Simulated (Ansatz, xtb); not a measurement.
## Two isomers of C6H9Cl

Structure X is `C=CC1(Cl)CCC1`, a singlet and structure Y is `C=C[C@H]1C[C@@H](Cl)C1`, a singlet. Both are isolated molecules in the gas phase, relaxed with r2SCAN-D4/def2-SVP; the shapes shown needn't be the lowest conformers.

X (Å):

```yaml
atoms:
  - { symbol: C, position_ang: [0.1316, -2.2096, 1.0977] }
  - { symbol: C, position_ang: [1.0663, -1.2761, 0.8891] }
  - { symbol: C, position_ang: [0.8990, -0.0812, 0.0177] }
  - { symbol: C, position_ang: [0.9448, 1.3412, 0.6319] }
  - { symbol: C, position_ang: [-0.0963, 1.7830, -0.4222] }
  - { symbol: C, position_ang: [-0.4510, 0.2915, -0.6298] }
  - { symbol: Cl, position_ang: [2.1921, -0.1878, -1.2943] }
  - { symbol: H, position_ang: [-0.8467, -2.1657, 0.6080] }
  - { symbol: H, position_ang: [0.3183, -3.0578, 1.7622] }
  - { symbol: H, position_ang: [2.0448, -1.3537, 1.3810] }
  - { symbol: H, position_ang: [1.9242, 1.8410, 0.6649] }
  - { symbol: H, position_ang: [0.5128, 1.3137, 1.6464] }
  - { symbol: H, position_ang: [0.3898, 2.2084, -1.3123] }
  - { symbol: H, position_ang: [-0.9012, 2.4563, -0.0919] }
  - { symbol: H, position_ang: [-0.6389, -0.0813, -1.6471] }
  - { symbol: H, position_ang: [-1.2783, -0.0168, 0.0301] }
```

Y (Å):

```yaml
atoms:
  - { symbol: C, position_ang: [2.6074, -1.0171, -1.9593] }
  - { symbol: C, position_ang: [1.6458, -0.7076, -1.0817] }
  - { symbol: C, position_ang: [0.5534, -1.6217, -0.6448] }
  - { symbol: C, position_ang: [0.3230, -1.8315, 0.8831] }
  - { symbol: C, position_ang: [-1.1800, -1.8697, 0.5846] }
  - { symbol: C, position_ang: [-0.9189, -1.1147, -0.7236] }
  - { symbol: Cl, position_ang: [-2.2997, -1.1298, 1.7800] }
  - { symbol: H, position_ang: [3.3833, -0.2975, -2.2360] }
  - { symbol: H, position_ang: [2.6509, -2.0055, -2.4308] }
  - { symbol: H, position_ang: [1.6331, 0.2945, -0.6278] }
  - { symbol: H, position_ang: [0.6479, -2.5968, -1.1527] }
  - { symbol: H, position_ang: [0.7850, -2.7002, 1.3764] }
  - { symbol: H, position_ang: [0.5778, -0.9153, 1.4396] }
  - { symbol: H, position_ang: [-1.5457, -2.8926, 0.4110] }
  - { symbol: H, position_ang: [-1.5222, -1.3684, -1.6085] }
  - { symbol: H, position_ang: [-0.9607, -0.0273, -0.5508] }
```

Quicker runs give these differences E(Y) − E(X): GFN2-xTB +0.029 eV; HF/STO-3G −0.081 eV (at GFN2-xTB geometries); r2SCAN-D4/def2-SVP//GFN2-xTB −0.078 eV.

Problem. Estimate which is lower in electronic energy at CCSD(T)/def2-SVP + ΔMP2/def2-TZVPP, and by roughly how much.

Solution. CCSD(T)/def2-SVP + ΔMP2/def2-TZVPP gives E(Y) − E(X) = −0.029 eV, slightly favouring structure Y, which is too small a margin to settle the true order.

Level by level:

```json
{"level": "GFN2-xTB", "geometry": "GFN2-xTB", "E(Y) − E(X) (eV)": "+0.029", "departure from the last row (eV)": "+0.057", "job, with rough time for the two": "optimisation, 0.57 s"}
{"level": "HF/STO-3G", "geometry": "GFN2-xTB", "E(Y) − E(X) (eV)": "−0.081", "departure from the last row (eV)": "−0.052", "job, with rough time for the two": "single point, 1.2 s"}
{"level": "r2SCAN-D4/def2-SVP//GFN2-xTB", "geometry": "GFN2-xTB", "E(Y) − E(X) (eV)": "−0.078", "departure from the last row (eV)": "−0.049", "job, with rough time for the two": "single point, 7.8 s"}
{"level": "r2SCAN-D4/def2-SVP", "geometry": "r2SCAN-D4/def2-SVP", "E(Y) − E(X) (eV)": "−0.022", "departure from the last row (eV)": "+0.007", "job, with rough time for the two": "optimisation, 1.9 min"}
{"level": "HF/def2-SVP", "geometry": "r2SCAN-D4/def2-SVP", "E(Y) − E(X) (eV)": "−0.097", "departure from the last row (eV)": "−0.068", "job, with rough time for the two": "part of the CCSD(T) run"}
{"level": "MP2/def2-SVP", "geometry": "r2SCAN-D4/def2-SVP", "E(Y) − E(X) (eV)": "+0.002", "departure from the last row (eV)": "+0.031", "job, with rough time for the two": "part of the CCSD(T) run"}
{"level": "CCSD(T)/def2-SVP", "geometry": "r2SCAN-D4/def2-SVP", "E(Y) − E(X) (eV)": "−0.001", "departure from the last row (eV)": "+0.027", "job, with rough time for the two": "single point"}
{"level": "CCSD(T)/def2-SVP + ΔMP2/def2-TZVPP", "geometry": "r2SCAN-D4/def2-SVP", "E(Y) − E(X) (eV)": "−0.029", "departure from the last row (eV)": "", "job, with rough time for the two": "single point, 2.2 min"}
```

As drawn, both hold the same kinds of bond in the same numbers.

The largest departure from CCSD(T)/def2-SVP + ΔMP2/def2-TZVPP is that of HF/def2-SVP, 0.068 eV. The last row adds to CCSD(T) the change of the MP2 difference between the two basis sets, here −0.027 eV.

With thermal terms from frequencies at re-optimised GFN2-xTB minima (ideal gas, soft modes damped towards free rotors, one conformer each, 298.15 K, 1 atm): the zero-point term adds +0.009 eV; ΔH is −0.025 and ΔG −0.018 eV.

The correlated steps freeze 11 core orbitals. Mirror images aren't counted in ΔG. Programs: Ansatz 0.2.0, xtb 6.7.1; the last row on 2 threads of Intel(R) Xeon(R) Platinum 8259CL CPU @ 2.50GHz (Skylake/Cascade Lake) on a shared host.
